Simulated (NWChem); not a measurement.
System: CH3BeF; SMILES [CH3][Be][F]

The following NWChem deck was run.

```
start job
memory heap 200 mb stack 900 mb global 1100 mb
geometry units angstroms noautoz
  Be    -0.000380     0.153126    -0.000003
  F     -0.000755     1.530407     0.000008
  C      0.000055    -1.525742    -0.000006
  H      0.383191    -1.927614    -0.942735
  H     -1.007769    -1.928003     0.139659
  H      0.625097    -1.927520     0.803072
end
basis spherical
  * library def2-svp
end
dft
  xc xpbe96 cpbe96
  iterations 150
  mulliken
end
task dft energy
```

NWChem printed, in part:

```
             Northwest Computational Chemistry Package (NWChem) 7.3.0
             --------------------------------------------------------

 C3  symmetry detected

                             Geometry "geometry" -> ""
                             -------------------------

 Output coordinates in angstroms (scale by  1.889725989 to convert to a.u.)

  No.       Tag          Charge          X              Y              Z
 ---- ---------------- ---------- -------------- -------------- --------------
    1 Be                   4.0000     0.00000000     0.00000000     0.17819064
    2 F                    9.0000     0.00000000     0.00000000     1.55547169
    3 C                    6.0000     0.00000000    -0.00000000    -1.50067742
    4 H                    1.0000    -0.61819117     0.80826513    -1.90264777
    5 H                    1.0000    -0.39088255    -0.93950183    -1.90264777
    6 H                    1.0000     1.00907372     0.13123669    -1.90264777

 Effective nuclear repulsion energy (a.u.)      47.0587085892

      Symmetry information
      --------------------

 Group name             C3
 Group number              5
 Group order               3
 No. of unique centers     4

  pbe96 is a nonlocal functional; adding pw91lda local functional.

                                 NWChem DFT Module
                                 -----------------

 Summary of "ao basis" -> "ao basis" (spherical)
 ------------------------------------------------------------------------------
       Tag                 Description            Shells   Functions and Types
 ---------------- ------------------------------  ------  ---------------------
 Be                         def2-svp                 5        9   3s2p
 F                          def2-svp                 6       14   3s2p1d
 C                          def2-svp                 6       14   3s2p1d
 H                          def2-svp                 3        5   2s1p

      Symmetry analysis of basis
      --------------------------

        a          22
        e+         15
        e-         15

  Rotation of axis

            General Information
            -------------------
          SCF calculation type: DFT
          Wavefunction type:  closed shell.
          No. of atoms     :     6
          No. of electrons :    22
           Alpha electrons :    11
            Beta electrons :    11
          Charge           :     0
          Spin multiplicity:     1
          Use of symmetry is: on ; symmetry adaption is: on
          Maximum number of iterations: 150
          AO basis - number of functions:    52
                     number of shells:    26
          Convergence on energy requested:  1.00D-06
          Convergence on density requested:  1.00D-05
          Convergence on gradient requested:  5.00D-04

              XC Information
              --------------
          PerdewBurkeErnzerhof Exchange Functional  1.000
            Perdew 1991 LDA Correlation Functional  1.000 local
           PerdewBurkeErnz. Correlation Functional  1.000 non-local

             Grid Information
             ----------------
          Grid used for XC integration:  medium
          Radial quadrature: Mura-Knowles
          Angular quadrature: Lebedev.
          Tag              B.-S. Rad. Rad. Pts. Rad. Cut. Ang. Pts.
          ---              ---------- --------- --------- ---------
          Be                  1.05       49           8.0       434
          F                   0.50       49          10.0       434
          C                   0.70       49           8.0       434
          H                   0.35       45          10.0       434
          Grid pruning is: on
          Number of quadrature shells:   192
          Spatial weights used:  Erf1

      Superposition of Atomic Density Guess
      -------------------------------------

 Sum of atomic energies:        -152.96888579

      Non-variational initial energy
      ------------------------------

 Total energy =    -153.840029
 1-e energy   =    -302.281256
 2-e energy   =     101.382518
 HOMO         =      -0.434383
 LUMO         =      -0.013906

      Symmetry analysis of molecular orbitals - initial
      -------------------------------------------------

  Numbering of irreducible representations:

     1 a           2 e+          3 e-

  Orbital symmetries:

     1 a           2 a           3 a           4 a           5 a
     6 a           7 e+          8 e+          9 e+         10 e+
    11 a          12 a          13 e+         14 e+         15 a
    16 e+         17 e+         18 a          19 a          20 e+
    21 e+

     ---------------------------------------------
      Total Density - Mulliken Population Analysis
     ---------------------------------------------

    Atom       Charge   Shell Charges
 -----------   ------   -------------------------------------------------------
    1 Be   4     3.13   2.00  0.50  0.08  0.51  0.04
    2 F    9     9.69   1.99  1.15  0.79  3.59  2.18  0.00
    3 C    6     6.59   1.99  0.96  0.23  2.15  1.26  0.01
    4 H    1     0.86   0.65  0.18  0.03
    5 H    1     0.86   0.65  0.18  0.03
    6 H    1     0.86   0.65  0.18  0.03

   convergence    iter        energy       DeltaE   RMS-Dens  Diis-err
 ---------------- ----- ----------------- --------- --------- ---------
 d= 0,ls=0.0,diis     1   -154.1996834164 -2.01D+02  2.68D-02  5.55D-01
 d= 0,ls=0.0,diis     2   -153.9063182304  2.93D-01  1.68D-02  4.05D+00
 d= 0,ls=0.0,diis     3   -154.2690464758 -3.63D-01  1.91D-03  7.76D-03
 d= 0,ls=0.0,diis     4   -154.2688130644  2.33D-04  1.25D-03  8.27D-03
 d= 0,ls=0.0,diis     5   -154.2699014157 -1.09D-03  1.67D-04  1.30D-04
  Resetting Diis
 d= 0,ls=0.0,diis     6   -154.2699198379 -1.84D-05  1.12D-05  6.43D-07
 d= 0,ls=0.0,diis     7   -154.2699199016 -6.36D-08  6.47D-06  3.40D-08

         Total DFT energy =     -154.269919901551
      One electron energy =     -305.265892602584
           Coulomb energy =      123.651480623862
    Exchange-Corr. energy =      -19.714216512025
 Nuclear repulsion energy =       47.058708589196

 Numeric. integr. density =       22.000002402301

                  Occupations of the irreducible representations
                  ----------------------------------------------

                     irrep           alpha         beta
                     --------     --------     --------
                     a                 7.0          7.0
                     e+                4.0          4.0
                     e-                0.0          0.0

                       DFT Final Molecular Orbital Analysis
                       ------------------------------------

 Vector    9  Occ=2.000000D+00  E=-3.410062D-01  Symmetry=e+
              MO Center=  1.5D-01, -1.2D-02, -4.9D-01, r^2= 3.4D+00
   Bfn.  Coefficient  Atom+Function         Bfn.  Coefficient  Atom+Function
  ----- ------------  ---------------      ----- ------------  ---------------
    13      0.394663  2 F  px                27      0.334041  3 C  px
    48      0.280613  6 H  s                 16     -0.279018  2 F  px
    30      0.182191  3 C  px                43     -0.166109  5 H  s
    49      0.120328  6 H  s                 38     -0.114505  4 H  s
    14      0.094536  2 F  py                28      0.080015  3 C  py

 Vector   10  Occ=2.000000D+00  E=-3.410062D-01  Symmetry=e+
              MO Center= -1.5D-01,  1.2D-02, -4.9D-01, r^2= 3.4D+00
   Bfn.  Coefficient  Atom+Function         Bfn.  Coefficient  Atom+Function
  ----- ------------  ---------------      ----- ------------  ---------------
    14      0.394663  2 F  py                28      0.334041  3 C  py
    17     -0.279018  2 F  py                38      0.257915  4 H  s
    43     -0.228121  5 H  s                 31      0.182191  3 C  py
    39      0.110595  4 H  s                 44     -0.097819  5 H  s
    13     -0.094536  2 F  px                27     -0.080015  3 C  px

 Vector   11  Occ=2.000000D+00  E=-2.739859D-01  Symmetry=a
              MO Center=  1.0D-15,  2.5D-17, -1.1D+00, r^2= 1.3D+00
   Bfn.  Coefficient  Atom+Function         Bfn.  Coefficient  Atom+Function
  ----- ------------  ---------------      ----- ------------  ---------------
    29      0.467851  3 C  pz                 6      0.315414  1 Be pz
     2      0.300786  1 Be s                 32      0.222804  3 C  pz
     1     -0.165577  1 Be s                 38     -0.110109  4 H  s
    43     -0.110109  5 H  s                 48     -0.110109  6 H  s
     3      0.081686  1 Be s                 25      0.076464  3 C  s

 Vector   12  Occ=0.000000D+00  E=-1.715866D-02  Symmetry=a
              MO Center=  1.4D-16, -8.2D-18, -5.3D-02, r^2= 6.1D+00
   Bfn.  Coefficient  Atom+Function         Bfn.  Coefficient  Atom+Function
  ----- ------------  ---------------      ----- ------------  ---------------
     3      1.310530  1 Be s                 26     -0.885280  3 C  s
    12     -0.264418  2 F  s                 25     -0.219579  3 C  s
     9     -0.198243  1 Be pz                32     -0.145256  3 C  pz
    39      0.140356  4 H  s                 44      0.140356  5 H  s
    49      0.140356  6 H  s                 29     -0.129449  3 C  pz

 Vector   13  Occ=0.000000D+00  E= 1.321415D-03  Symmetry=e+
              MO Center=  7.4D-03, -9.8D-03,  1.6D-01, r^2= 3.7D+00
   Bfn.  Coefficient  Atom+Function         Bfn.  Coefficient  Atom+Function
  ----- ------------  ---------------      ----- ------------  ---------------
     8      0.524045  1 Be py                 5     -0.407735  1 Be py
     7     -0.403186  1 Be px                39     -0.342213  4 H  s
     4      0.313700  1 Be px                14      0.190627  2 F  py
    17     -0.181497  2 F  py                49      0.171951  6 H  s
    38     -0.170667  4 H  s                 44      0.170263  5 H  s

 Vector   14  Occ=0.000000D+00  E= 1.321415D-03  Symmetry=e+
              MO Center= -7.4D-03,  9.8D-03,  1.6D-01, r^2= 3.7D+00
   Bfn.  Coefficient  Atom+Function         Bfn.  Coefficient  Atom+Function
  ----- ------------  ---------------      ----- ------------  ---------------
     7      0.524045  1 Be px                 4     -0.407735  1 Be px
     8      0.403186  1 Be py                 5     -0.313700  1 Be py
    44      0.296853  5 H  s                 49     -0.295878  6 H  s
    13      0.190627  2 F  px                16     -0.181497  2 F  px
    43      0.148046  5 H  s                 48     -0.147558  6 H  s

     ---------------------------------------------
      Total Density - Mulliken Population Analysis
     ---------------------------------------------

    Atom       Charge   Shell Charges
 -----------   ------   -------------------------------------------------------
    1 Be   4     3.53   1.99  0.46  0.04  0.91  0.14
    2 F    9     9.36   1.99  1.13  0.80  3.35  2.09  0.00
    3 C    6     6.28   1.98  0.89  0.19  2.14  1.06  0.01
    4 H    1     0.94   0.72  0.20  0.03
    5 H    1     0.94   0.72  0.20  0.03
    6 H    1     0.94   0.72  0.20  0.03

     -------------------------------------------
      Total Density - Lowdin Population Analysis
     -------------------------------------------

    Atom       Charge   Shell Charges
 -----------   ------   -------------------------------------------------------
    1 Be   4     3.60   1.96  0.40  0.13  0.81  0.30
    2 F    9     9.24   1.98  1.02  0.77  3.22  2.25  0.00
    3 C    6     6.32   1.96  0.58  0.33  1.92  1.49  0.04
    4 H    1     0.95   0.62  0.26  0.07
    5 H    1     0.95   0.62  0.26  0.07
    6 H    1     0.95   0.62  0.26  0.07

     Multipole analysis of the density
     ---------------------------------

     L   x y z        total         alpha         beta         nuclear
     -   - - -        -----         -----         ----         -------
     0   0 0 0     -0.000000    -11.000000    -11.000000     22.000000

     1   1 0 0      0.000000      0.000000      0.000000      0.000000
     1   0 1 0      0.000000      0.000000      0.000000      0.000000
     1   0 0 1     -0.480933     -0.240466     -0.240466      0.000000

     2   2 0 0    -12.159774     -8.853139     -8.853139      5.546503
     2   1 1 0     -0.000000     -0.000000     -0.000000      0.000000
     2   1 0 1     -0.000000     -0.000000     -0.000000     -0.000000
     2   0 2 0    -12.159774     -8.853139     -8.853139      5.546503
     2   0 1 1     -0.000000     -0.000000     -0.000000     -0.000000
     2   0 0 2    -16.291929    -90.771178    -90.771178    165.250426
```

Level: PBE/def2-SVP. Geometry: optimised at PBE0-D3(BJ)/def2-TZVP.
